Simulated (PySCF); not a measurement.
PySCF input file for YCl2, SMILES [Cl][Y+][Cl], charge +1, TDA-PBE0/def2-SVPD. Coordinates come from a B3LYP-D3(BJ)/def2-TZVP optimisation. The spin state was assumed, not searched. The isomer is the one that the SMILES or the coordinates give; other isomers of the formula were not compared. The def2 effective core potentials stand for the cores of Y; spin–orbit coupling is left out.

```python
import numpy as np
from pyscf import gto, scf, dft, tdscf

mol = gto.M(
    atom='''
    Y     0.00000000    0.00000000    0.61561213
    Cl    0.00000000    1.94994107   -0.70614332
    Cl    0.00000000   -1.94994108   -0.70614332
    ''',
    basis='def2-SVPD',
    ecp={'Y': 'def2-svp'},
    charge=1,
    spin=0,
    symmetry=True,
    max_memory=1600,
    verbose=4,
)
mf = dft.RKS(mol, xc='pbe0').density_fit(auxbasis='def2-universal-jkfit')
mf.grids.level = 3
mf.conv_tol = 1e-9
mf.max_cycle = 100
mf.kernel()
mf.grids = dft.Grids(mol).set(level=1).build(with_non0tab=True)  # coarser grid for the response kernel
td = tdscf.TDA(mf)
td.singlet = True
td.nstates = 10
td.conv_tol = 1e-4
td.kernel(x0=td.get_init_guess(mf, 15))
td.analyze()
tt = tdscf.TDA(mf)
tt.singlet = False
tt.nstates = 4
tt.conv_tol = 1e-4
tt.kernel(x0=tt.get_init_guess(mf, 9))
tt.analyze(verbose=3)
```

Output:

```
PySCF version 2.14.0

[INPUT] verbose = 4
[INPUT] num. atoms = 3
[INPUT] num. electrons = 44
[INPUT] charge = 1
[INPUT] spin (= nelec alpha-beta = 2S) = 0
[INPUT] symmetry True subgroup None
[INPUT] Mole.unit = angstrom
[INPUT] Symbol           X                Y                Z      unit          X                Y                Z       unit  Magmom
[INPUT]  1 Y      0.000000000000   0.000000000000   0.615612130000 AA    0.000000000000   0.000000000000   1.163338324660 Bohr   0.0
[INPUT]  2 Cl     0.000000000000   1.949941070000  -0.706143320000 AA    0.000000000000   3.684854581341  -1.334417479491 Bohr   0.0
[INPUT]  3 Cl     0.000000000000  -1.949941080000  -0.706143320000 AA    0.000000000000  -3.684854600239  -1.334417479491 Bohr   0.0

nuclear repulsion = 123.228896408824
point group symmetry = C2v
symmetry origin: [ 0.00000000e+00 -4.40073213e-09  4.91846539e-09]
symmetry axis x: [-1. -0. -0.]
symmetry axis y: [0.00000000e+00 1.00000000e+00 1.23067733e-09]
symmetry axis z: [ 0.00000000e+00 -1.23067733e-09  1.00000000e+00]
num. orbitals of irrep A1 = 34
num. orbitals of irrep A2 = 11
num. orbitals of irrep B1 = 16
num. orbitals of irrep B2 = 27
number of shells = 34
number of NR pGTOs = 150
number of NR cGTOs = 88
basis = def2-SVPD
ecp = {'Y': 'def2-svp'}


******** <class 'pyscf.df.df_jk.DFSymAdaptedRKS'> ********
method = DFSymAdaptedRKS
initial guess = minao
damping factor = 0
level_shift factor = 0
DIIS = <class 'pyscf.scf.diis.CDIIS'>
diis_start_cycle = 1
diis_space = 8
diis_damp = 0
SCF conv_tol = 1e-09
SCF conv_tol_grad = None
SCF max_cycles = 100
direct_scf = False
XC library pyscf.dft.libxc version 7.1.2
    S. Lehtola, C. Steigemann, M. J. T. Oliveira, and M. A. L. Marques,  SoftwareX 7, 1–5 (2018)
XC functionals = pbe0
    C. Adamo and V. Barone,  J. Chem. Phys. 110, 6158 (1999)
    M. Ernzerhof and G. E. Scuseria,  J. Chem. Phys. 110, 5029 (1999)
radial grids:
    Treutler-Ahlrichs [JCP 102, 346 (1995); DOI:10.1063/1.469408] (M4) radial grids

becke partition: Becke, JCP 88, 2547 (1988); DOI:10.1063/1.454033
pruning grids: <function nwchem_prune>
grids dens level: 3
symmetrized grids: True
atomic radii adjust function: <function treutler_atomic_radii_adjust>
small_rho_cutoff = 0
Freeze 0 electrons in irreps []
    44 free electrons in irreps A1 A2 B1 B2
Set gradient conv threshold to 3.16228e-05
Initial guess from minao.
tot grids = 59640
******** <class 'pyscf.df.df.DF'> ********
auxbasis = def2-universal-jkfit
init E= -953.019772382426
HOMO (B2) = -0.562932316747261  LUMO (A1) = -0.461117770894969  gap/eV = 2.77051
cycle= 1 E= -957.552491548895  delta_E= -4.53  |g|= 1.26  |ddm|= 4.76
HOMO (B2) = -0.538229854971513  LUMO (A1) = -0.154075854513728  gap/eV = 10.45336
cycle= 2 E= -957.456915739144  delta_E= 0.0956  |g|= 1.31  |ddm|= 3.35
HOMO (B2) = -0.490423984612128  LUMO (A1) = -0.276896898018501  gap/eV = 5.81037
cycle= 3 E= -958.021943834993  delta_E= -0.565  |g|= 0.126  |ddm|=  1.7
HOMO (B2) = -0.513736918700356  LUMO (A1) = -0.299443300140374  gap/eV = 5.83123
cycle= 4 E= -958.02568503779  delta_E= -0.00374  |g|= 0.0246  |ddm|= 0.262
HOMO (B2) = -0.510797464361596  LUMO (A1) = -0.296830706424109  gap/eV = 5.82233
cycle= 5 E= -958.025836583864  delta_E= -0.000152  |g|= 0.00195  |ddm|= 0.0401
HOMO (B2) = -0.511191452154794  LUMO (A1) = -0.296676672702323  gap/eV = 5.83724
cycle= 6 E= -958.025837801267  delta_E= -1.22e-06  |g|= 0.00122  |ddm|= 0.0045
HOMO (B2) = -0.511011714345247  LUMO (A1) = -0.296676727148283  gap/eV = 5.83235
cycle= 7 E= -958.025838218417  delta_E= -4.17e-07  |g|= 0.000247  |ddm|= 0.00174
HOMO (B2) = -0.511016715194645  LUMO (A1) = -0.296693689489694  gap/eV = 5.83203
cycle= 8 E= -958.025838237321  delta_E= -1.89e-08  |g|= 6.5e-05  |ddm|= 0.000321
HOMO (B2) = -0.511014778927205  LUMO (A1) = -0.296704008695483  gap/eV = 5.83169
cycle= 9 E= -958.025838238975  delta_E= -1.65e-09  |g|= 1.46e-05  |ddm|= 0.000122
HOMO (B2) = -0.511015507172467  LUMO (A1) = -0.296703418615565  gap/eV = 5.83173
cycle= 10 E= -958.025838239046  delta_E= -7.12e-11  |g|= 4.45e-06  |ddm|= 1.66e-05
HOMO (B2) = -0.511015949228724  LUMO (A1) = -0.296702295562265  gap/eV = 5.83177
Extra cycle  E= -958.025838239036  delta_E= 9.55e-12  |g|= 6.47e-06  |ddm|= 1.42e-05
converged SCF energy = -958.025838239036
tot grids = 20640


******** <class 'pyscf.tdscf.rks.TDA'> for <class 'pyscf.df.df_jk.DFSymAdaptedRKS'> ********
nstates = 10 singlet
deg_eia_thresh = 1.000e-03
wfnsym = None
conv_tol = 0.0001
eigh lindep = 1e-12
eigh level_shift = 0
eigh max_cycle = 100


Excitation energies (eV)
[4.54051177 4.86019145 4.9204362  4.96937799 5.01003986 5.19949787
 5.34906034 5.35397751 5.42179424 5.42889493]

** Singlet excitation energies and oscillator strengths **
Excited State   1:   B2      4.54051 eV    273.06 nm  f=0.0051
      22 -> 23        0.69809
      22 -> 25       -0.10201
Excited State   2:   B1      4.86019 eV    255.10 nm  f=0.0248
      21 -> 23       -0.69926
Excited State   3:   A2      4.92044 eV    251.98 nm  f=0.0000
      20 -> 23        0.69430
Excited State   4:   A2      4.96938 eV    249.50 nm  f=0.0000
      22 -> 24        0.69788
Excited State   5:   A1      5.01004 eV    247.47 nm  f=0.0011
      19 -> 23       -0.69547
      19 -> 25        0.10547
Excited State   6:   B2      5.19950 eV    238.45 nm  f=0.0088
      20 -> 24       -0.22630
      21 -> 26        0.11991
      22 -> 25        0.64957
Excited State   7:   B1      5.34906 eV    231.79 nm  f=0.0001
      19 -> 24        0.40376
      21 -> 25       -0.16876
      22 -> 26       -0.55184
Excited State   8:   A1      5.35398 eV    231.57 nm  f=0.0001
      19 -> 25        0.24581
      21 -> 24       -0.64913
Excited State   9:   B2      5.42179 eV    228.68 nm  f=0.0142
      18 -> 23        0.55778
      18 -> 25       -0.14670
      20 -> 24        0.36532
      22 -> 25        0.14648
Excited State  10:   B1      5.42889 eV    228.38 nm  f=0.0001
      19 -> 24        0.34827
      21 -> 25        0.60086

** Transition electric dipole moments (AU) **
state          X           Y           Z        Dip. S.      Osc.
  1         0.0000      0.2150      0.0000      0.0462      0.0051
  2        -0.4561      0.0000     -0.0000      0.2080      0.0248
  3         0.0000     -0.0000      0.0000      0.0000      0.0000
  4         0.0000     -0.0000      0.0000      0.0000      0.0000
  5         0.0000     -0.0000     -0.0963      0.0093      0.0011
  6         0.0000      0.2629     -0.0000      0.0691      0.0088
  7        -0.0248     -0.0000     -0.0000      0.0006      0.0001
  8        -0.0000      0.0000     -0.0232      0.0005      0.0001
  9        -0.0000      0.3264     -0.0000      0.1066      0.0142
 10         0.0272      0.0000      0.0000      0.0007      0.0001

WARN: ECP detected. Skipping calculation of transition velocity and magnetic dipole moments, which have not yet been implemented.



******** <class 'pyscf.tdscf.rks.TDA'> for <class 'pyscf.df.df_jk.DFSymAdaptedRKS'> ********
nstates = 4 triplet
deg_eia_thresh = 1.000e-03
wfnsym = None
conv_tol = 0.0001
eigh lindep = 1e-12
eigh level_shift = 0
eigh max_cycle = 100


Excitation energies (eV)
[4.50976146 4.73723574 4.80828729 4.90787061]

** Triplet excitation energies and oscillator strengths **
Excited State   1:   B2      4.50976 eV    274.92 nm  f=0.0000
Excited State   2:   B1      4.73724 eV    261.72 nm  f=0.0000
Excited State   3:   A2      4.80829 eV    257.86 nm  f=0.0000
Excited State   4:   A2      4.90787 eV    252.62 nm  f=0.0000
```

The calculation finished and met its thresholds.

Cost: around 18 core-seconds (rough).
